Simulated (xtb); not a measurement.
BrH3SiSn, SMILES [SiH3][Sn][Br] (connectivity only; charge and spin as stated), neutral, multiplicity 1. All values are semi-empirical tight-binding results from xtb (GFN2-xTB unless named), good for trends rather than for accurate numbers. Coordinates come from a GFN2-xTB optimisation. The structure was generated by enumeration; whether it is a known compound was not checked.

For metal compounds this method's bond lengths and energies can be far off.

Computed properties:
```yaml
orbital_gap: 1.89 eV
zero_point_energy: 14.3 kcal/mol
G − E(el) at 298.15 K (modified RRHO): -6.9 kcal/mol
```
